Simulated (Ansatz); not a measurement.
Input (CCSDT(Q)/cc-pV(Q+d)Z; Ansatz, a first-principles code): A basis named .json is the Basis Set Exchange file of that set.

Ansatz 0.2 input:
```yaml
crystal:
  periodic: [false, false, false]
  atoms:
    - {symbol: B, position_ang: [-0.00000000, -0.00000000, -1.12599825]}
    - {symbol: Cl, position_ang: [0.00000000, 0.00000000, 0.46627717]}
    - {symbol: H, position_ang: [-0.00000000, -0.00000000, -2.29672064]}
basis:
  gaussian:
    orbitals: cc-pV_Q+d_Z.json
total_charge: 1
magnetization: {spin_polarized: false}
correlation: {method: ccsdt_q, electrons: outside_noble_gas}
```

Output:

```
Functional definition: HF
integrals: 0.55 GiB planned
1719 factors; integrals over basis functions are off by at most 1.6e-7 eV
mean field: 0.54 GiB planned
mean field evaluation 1: about -13182.4243 eV, gradient 2.2e1 eV
mean field evaluation 2: about -13182.4249 eV, gradient 2.2e1 eV
mean field evaluation 4: about -13183.8761 eV, gradient 1.9e0 eV
mean field evaluation 8: about -13183.8895 eV, gradient 2.8e-5 eV
mean field evaluation 16: about -13183.8887 eV, gradient 4.8e-1 eV
mean field -13183.88947077 eV, -484.4990016896 hartree, gradient 1.6e-6 eV, S^2 0.000000; 0 other end points of the search recorded, 0 dependent functions left out
6 core orbitals not correlated
reference -13183.88947077 eV, -484.4990016896 hartree; 5, 5 occupied and 138, 138 virtual orbitals, 1719 factors
second order -7.66846100 eV of doubles, -0.00000000 eV of singles
coupled cluster: 4.29 GiB planned
cycle   1  -8.01350992 eV  change   -3.5e-1 eV  update   8.6e-2
cycle   2  -8.41808354 eV  change   -4.0e-1 eV  update   4.6e-2
cycle   3  -8.74093470 eV  change   -3.2e-1 eV  update   2.1e-2
cycle   4  -8.67725292 eV  change    6.4e-2 eV  update   6.9e-3
cycle   5  -8.67267368 eV  change    4.6e-3 eV  update   3.8e-3
cycle   6  -8.67626424 eV  change   -3.6e-3 eV  update   7.4e-4
cycle   7  -8.67647296 eV  change   -2.1e-4 eV  update   3.3e-4
cycle   8  -8.67626385 eV  change    2.1e-4 eV  update   8.3e-5
cycle   9  -8.67634231 eV  change   -7.8e-5 eV  update   3.3e-5
cycle  10  -8.67634749 eV  change   -5.2e-6 eV  update   9.6e-6
cycle  11  -8.67632848 eV  change    1.9e-5 eV  update   4.1e-6
cycle  12  -8.67633099 eV  change   -2.5e-6 eV  update   1.9e-6
cycle  13  -8.67633230 eV  change   -1.3e-6 eV  update   5.5e-7
cycle  14  -8.67633271 eV  change   -4.1e-7 eV  update   1.9e-7
perturbative correction -0.02093404 eV, -0.0007693118 hartree
Total energy: -13192.58673753 eV, -484.8186203476 hartree
```
